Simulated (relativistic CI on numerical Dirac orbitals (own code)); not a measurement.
Inner-shell lines of In32+

These numbers are calculated, not measured: Dirac-Coulomb-Breit CI, separate exchange-only KLI orbitals for each configuration, model QED (radiative potential, 1s self-energy scaled to tabulated hydrogen-like ionisation energies), valence Slater integrals scaled by 0.9 (own radial code, finite nucleus).

CI space (outside the closed core 1s2 2s2): 2p6 3s2 3p5, 2p5 3s2 3p5 3d, 2p5 3s2 3p5 4s, 2p5 3s2 3p5 4d, 2p5 3s 3p6 4d, 2p5 3s 3p6 4s, 2p6 3s 3p6. Levels of other configurations are missing.

The table holds the strongest lines. The upper levels have an inner-shell vacancy. Auger decay, open to those above the ionisation limit, is not computed, and radiative decays to configurations outside the model are missing too. Absolute energies can be off by a few tenths of a per cent, and at this charge the scaling can make term splittings too narrow, so close lines can change order. LS names give the leading component, which can be well under half, for lower levels too. Brackets number the levels in order of energy.

```tsv
λ (Å)	Upper	Lower	A (s⁻¹)	gA (s⁻¹)
3.53867	2p5 3s2 3p5 3d 2S_1/2 [41]	2p6 3s2 3p5 2P°_1/2 [2]	6.56e+13	1.31e+14
3.53755	2p5 3s2 3p5 3d 2P_1/2 [24]	2p6 3s2 3p5 2P°_3/2 [1]	6.20e+13	1.24e+14
3.5362	2p5 3s2 3p5 3d 2D_5/2 [25]	2p6 3s2 3p5 2P°_3/2 [1]	1.59e+14	9.53e+14
3.53265	2p5 3s2 3p5 3d 2P_3/2 [43]	2p6 3s2 3p5 2P°_1/2 [2]	6.19e+13	2.48e+14
3.53117	2p5 3s2 3p5 3d 4P_1/2 [26]	2p6 3s2 3p5 2P°_3/2 [1]	2.22e+14	4.44e+14
3.52943	2p5 3s2 3p5 3d 4D_3/2 [27]	2p6 3s2 3p5 2P°_3/2 [1]	1.28e+14	5.13e+14
3.52557	2p5 3s2 3p5 3d 2P_3/2 [29]	2p6 3s2 3p5 2P°_3/2 [1]	2.07e+14	8.30e+14
3.52534	2p5 3s2 3p5 3d 2D_3/2 [44]	2p6 3s2 3p5 2P°_1/2 [2]	2.94e+14	1.18e+15
3.52534	2p5 3s2 3p5 3d 2P_1/2 [45]	2p6 3s2 3p5 2P°_1/2 [2]	2.93e+14	5.86e+14
3.52392	2p5 3s2 3p5 3d 2D_5/2 [30]	2p6 3s2 3p5 2P°_3/2 [1]	1.85e+14	1.11e+15
3.35054	2p5 3s2 3p5 3d 4P_1/2 [50]	2p6 3s2 3p5 2P°_3/2 [1]	2.15e+14	4.30e+14
3.34789	2p5 3s2 3p5 3d 4P_3/2 [52]	2p6 3s2 3p5 2P°_3/2 [1]	4.22e+13	1.69e+14
3.34575	2p5 3s2 3p5 3d 2D_5/2 [54]	2p6 3s2 3p5 2P°_3/2 [1]	3.88e+13	2.33e+14
3.34454	2p5 3s2 3p5 3d 2D_3/2 [65]	2p6 3s2 3p5 2P°_1/2 [2]	2.20e+14	8.82e+14
3.34411	2p5 3s2 3p5 3d 2D_5/2 [55]	2p6 3s2 3p5 2P°_3/2 [1]	1.87e+14	1.12e+15
3.34311	2p5 3s2 3p5 3d 2D_3/2 [56]	2p6 3s2 3p5 2P°_3/2 [1]	1.80e+14	7.18e+14
3.32936	2p5 3s2 3p5 3d 2P_1/2 [68]	2p6 3s2 3p5 2P°_1/2 [2]	1.94e+14	3.87e+14
2.82453	2p5 3s2 3p5 4d 2D_5/2 [93]	2p6 3s2 3p5 2P°_3/2 [1]	4.51e+13	2.70e+14
2.82351	2p5 3s2 3p5 4d 2S_1/2 [94]	2p6 3s2 3p5 2P°_3/2 [1]	8.46e+13	1.69e+14
2.82332	2p5 3s2 3p5 4d 2P_3/2 [95]	2p6 3s2 3p5 2P°_3/2 [1]	5.76e+13	2.30e+14
2.82021	2p5 3s 3p6 4d 2P°_1/2 [146]	2p6 3s 3p6 2S_1/2 [3]	1.19e+14	2.38e+14
2.81887	2p5 3s 3p6 4d 2P°_3/2 [147]	2p6 3s 3p6 2S_1/2 [3]	1.13e+14	4.54e+14
2.81656	2p5 3s2 3p5 4d 2D_3/2 [124]	2p6 3s2 3p5 2P°_1/2 [2]	1.32e+14	5.27e+14
2.81652	2p5 3s2 3p5 4d 2P_1/2 [125]	2p6 3s2 3p5 2P°_1/2 [2]	1.36e+14	2.71e+14
2.81548	2p5 3s2 3p5 4d 2D_3/2 [103]	2p6 3s2 3p5 2P°_3/2 [1]	5.26e+13	2.11e+14
2.81499	2p5 3s2 3p5 4d 2D_5/2 [104]	2p6 3s2 3p5 2P°_3/2 [1]	6.35e+13	3.81e+14
2.69652	2p5 3s2 3p5 4d 2D_3/2 [166]	2p6 3s2 3p5 2P°_1/2 [2]	4.30e+13	1.72e+14
2.69518	2p5 3s2 3p5 4d 2P_1/2 [170]	2p6 3s2 3p5 2P°_1/2 [2]	7.74e+13	1.55e+14
2.69362	2p5 3s 3p6 4d 4D°_3/2 [177]	2p6 3s 3p6 2S_1/2 [3]	5.53e+13	2.21e+14
2.69342	2p5 3s 3p6 4d 4D°_1/2 [178]	2p6 3s 3p6 2S_1/2 [3]	7.07e+13	1.41e+14
2.69269	2p5 3s2 3p5 4d 4P_1/2 [152]	2p6 3s2 3p5 2P°_3/2 [1]	5.94e+13	1.19e+14
2.69169	2p5 3s2 3p5 4d 2D_5/2 [155]	2p6 3s2 3p5 2P°_3/2 [1]	4.09e+13	2.45e+14
2.69103	2p5 3s2 3p5 4d 2F_5/2 [158]	2p6 3s2 3p5 2P°_3/2 [1]	2.31e+13	1.38e+14
2.69004	2p5 3s2 3p5 4d 2D_3/2 [161]	2p6 3s2 3p5 2P°_3/2 [1]	3.45e+13	1.38e+14
2.68488	2p5 3s2 3p5 4d 2D_3/2 [172]	2p6 3s2 3p5 2P°_1/2 [2]	3.29e+13	1.32e+14
```
